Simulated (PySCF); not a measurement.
H₃Ga, charge -1, doublet, geometry from GFN2-xTB (such geometries of metal compounds can be far from the true shape) (a state made from the parent by changing its charge; the spin is typed, not shown lowest) (in this run its highest filled SCF level lies above zero, so its values depend strongly on the basis, on diffuse functions most of all). Base run: SVWN5/def2-SV(P) (PySCF).

PySCF was given this input:
```python
from pyscf import gto, scf, dft

mol = gto.Mole()
mol.atom = '''
    Ga    0.000000    0.000000    0.000000
    H     0.494390   -0.320912    1.016038
    H    -0.223677    1.133447   -0.212147
    H    -0.270714   -0.812535   -0.803891
'''
mol.basis = 'def2-sv(p)'
mol.charge = -1
mol.spin = 1
mol.verbose = 4
mol.build()

mf = dft.UKS(mol)
mf.xc = 'lda,vwn'
mf.kernel()
mf.analyze()
```

The base run was repeated with changes; each row names its change, and settings that it needs were set with it.

| change | E (Eh) | HOMO (eV) | <S^2> |
|---|---|---|---|
| base | -1923.07004 | 2.93 | 0.751 |
| functional = tpssh | -1926.10523 | 2.67 | 0.752 |
| functional = blyp | -1926.16531 | 3.25 | 0.751 |
| functional = pw6b95 | -1927.06743 | 2.38 | 0.751 |
| functional = wb97x | -1926.15075 | 0.61 | 0.751 |
| functional = o3lyp | -1926.51073 | 2.83 | 0.752 |
| functional = scan | -1926.29820 | 2.72 | 0.754 |
| functional = b3lyp | -1926.17013 | 2.51 | 0.751 |
| functional = pbe; dispersion = d3bjm | -1925.81202 | 2.98 | 0.752 |
| functional = revpbe | -1925.96815 | 3.00 | 0.752 |
| functional = m062x | -1926.08444 | 1.49 | 0.753 |
| functional = pbe0 | -1925.85652 | 2.24 | 0.753 |
| functional = r2scan | -1926.11505 | 2.69 | 0.754 |

Absolute energies of different levels of theory aren't comparable as measures of quality.

Open shells are given as the SCF converged; they aren't shown to be the lowest states, and a large step between rows can be another state.
